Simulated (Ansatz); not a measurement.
```yaml
crystal:
  periodic: [false, false, false]
  atoms:
    - {symbol: O, position_ang: [-0.251583, 1.693520, 1.654919]}
    - {symbol: Si, position_ang: [-0.071203, 0.215128, 0.994220]}
    - {symbol: Cl, position_ang: [-0.033674, -0.992244, 2.642713]}
    - {symbol: N, position_ang: [-1.155098, -0.257460, -0.248439]}
    - {symbol: Si, position_ang: [0.130405, -0.628475, -1.351343]}
    - {symbol: N, position_ang: [1.201858, -0.022275, -0.130448]}
    - {symbol: H, position_ang: [-0.293764, 2.419371, 1.028404]}
    - {symbol: H, position_ang: [-2.132982, -0.473564, -0.244498]}
    - {symbol: H, position_ang: [0.117187, 0.144787, -2.621626]}
    - {symbol: H, position_ang: [0.290547, -2.066844, -1.692880]}
    - {symbol: H, position_ang: [2.198309, -0.031952, -0.031012]}
basis:
  gaussian: {orbitals: def2-mTZVP}
hamiltonian: {xc: {name: wB97X-V}}
output: {forces: true}
```

```sh
$ ansatz run in.yaml --threads 4 --pin off --events-out ev --progress --plain --max-ram 10444MiB
```

It prints (some lines left out):

```
Functional definition: wB97X-V
1248 factors; integrals over basis functions are off by at most 1.1e-3 eV
388 factors; integrals over basis functions are off by at most 1.1e-5 eV
mean field evaluation 1: about -33377.5256 eV, gradient 7.8e1 eV
mean field evaluation 2: about -33378.2187 eV, gradient 7.4e1 eV
mean field evaluation 4: about -33387.8605 eV, gradient 2.1e0 eV
mean field evaluation 8: about -33387.9435 eV, gradient 1.7e-1 eV
mean field evaluation 16: about -33387.9436 eV, gradient 3.2e-5 eV
mean field -33387.94362654 eV, -1226.9842971142 hartree, gradient 3.2e-5 eV, S^2 0.000000; 0 other end points of the search recorded, 0 dependent functions left out
reference -33387.94362439 eV, -1226.9842970352 hartree; 36, 36 occupied and 107, 107 virtual orbitals, 1248 factors
Total energy: -33387.94362439 eV, -1226.9842970352 hartree
Atom 0 at    -0.251583     1.693520     1.654919 Å, force    -0.026021     0.112301     0.304231 eV/Å
Atom 1 at    -0.071203     0.215128     0.994220 Å, force    -0.012837     0.052389     0.154517 eV/Å
Atom 2 at    -0.033674    -0.992244     2.642713 Å, force     0.007097    -0.175029     0.203558 eV/Å
Atom 3 at    -1.155098    -0.257460    -0.248439 Å, force    -0.036552     0.017299     0.001323 eV/Å
Atom 4 at     0.130405    -0.628475    -1.351343 Å, force     0.050521    -0.205677    -0.599785 eV/Å
Atom 5 at     1.201858    -0.022275    -0.130448 Å, force     0.031678     0.023349     0.004903 eV/Å
Atom 6 at    -0.293764     2.419371     1.028404 Å, force    -0.014781     0.222449    -0.155062 eV/Å
Atom 7 at    -2.132982    -0.473564    -0.244498 Å, force    -0.216374    -0.044603     0.011530 eV/Å
Atom 8 at     0.117187     0.144787    -2.621626 Å, force     0.002628    -0.042929     0.034221 eV/Å
Atom 9 at     0.290547    -2.066844    -1.692880 Å, force    -0.004447     0.040097     0.007727 eV/Å
Atom 10 at     2.198309    -0.031952    -0.031012 Å, force     0.219088     0.000354     0.032838 eV/Å
Dipole moment:     0.011974     0.153683    -0.535435 e Å
```

Hardware: 4 threads of an Intel Xeon 6985P-C on a shared host. Wall time 3.8 s, peak host memory 0.53 GiB.
